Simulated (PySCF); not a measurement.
C6H7NOS.
SMILES with atom numbers: `[CH3:1][S@:2](=[O:3])[c:4]1[cH:5][cH:6][cH:7][n:8][cH:9]1`

NICS = −σ at a ghost point: NICS(0) at the centroid of the ring atoms, NICS(1) 1 Å to either side along the normal of their mean plane, zz for the tensor component along that normal. Level: GIAO PBE0/pcSseg-1 (PySCF, non-relativistic, gas phase) on the GFN2-xTB geometry, one conformer.

Ring bond lengths (Å), with Mayer bond orders in brackets: C4–C5 1.384 (1.40), C5–C6 1.385 (1.41), C6–C7 1.388 (1.39), C7–N8 1.323 (1.46), N8–C9 1.320 (1.49), C9–C4 1.386 (1.32).

**Question.** Give the NICS values of each ring in ppm.

**Answer.** 
```csv
ring,type,NICS(0),"NICS(1), two faces","NICS(1)zz, two faces",rms pucker (Å),"centre to ring atoms, mean (Å)"
C4–C5–C6–C7–N8–C9,6-membered ring with N; formal bonds all aromatic,-7.7,-11.4 / -11.3,-29.1 / -28.2,0.00,1.36
```

**Question.** What do they say, and how far can they be read as aromaticity?

**Answer.** 
- C4–C5–C6–C7–N8–C9: mean NICS(1)zz -28.7 ppm, shielded. For a flat ring without four-coordinate atoms the NICS criterion counts such a value as aromatic.

**Question.** And the bond-length index? Use HOMA with the parameters of Krygowski (1993).

**Answer.** 
- C4–C5–C6–C7–N8–C9: HOMA 0.99; the largest term is that of N8–C9, α(R − Ropt)² = 0.02. The geometric and the magnetic index point the same way.

**Question.** Give the inner angles of the rings and the Hirshfeld charges of the ring atoms.

**Answer.** 
- C4–C5–C6–C7–N8–C9: C4 119.1° (-0.036 e), C5 118.4° (-0.031 e), C6 118.0° (-0.043 e), C7 123.5° (+0.021 e), N8 118.4° (-0.158 e), C9 122.6° (+0.010 e); sum 720.0° against 720° for a flat convex ring.

**Question.** What are the shieldings of the ring atoms and their hydrogens in the same run (means over atoms taken as equivalent)?

**Answer.** 
```csv
atoms,environment,σ isotropic (ppm),"principal values of the symmetric part, first atom (ppm)"
C4,substituted aromatic carbon,31.1,"-49.5, 5.9, 136.7"
C5,aromatic CH carbon,50.7,"-63.6, 12.8, 203.0"
C6,aromatic CH carbon,57.0,"-55.0, 50.0, 175.9"
C7,aromatic CH next to a ring nitrogen,30.3,"-78.5, 21.9, 147.5"
N8,pyridine-type nitrogen,-91.9,"-414.4, -168.2, 307.0"
C9,aromatic CH next to a ring nitrogen,36.4,"-65.3, 28.2, 146.4"
H on C5,aromatic hydrogen,23.14,"18.9, 21.4, 29.1"
H on C6,aromatic hydrogen,23.94,"20.9, 23.4, 27.5"
H on C7,aromatic hydrogen,22.71,"18.7, 22.9, 26.6"
H on C9,aromatic hydrogen,23.05,"18.8, 21.7, 28.7"
```

Conformer computed: `[CH3:1][S@:2](=[O:3])[c:4]1[cH:5][cH:6][cH:7][n:8][cH:9]1`: C1–S2–C4–C5 106°.
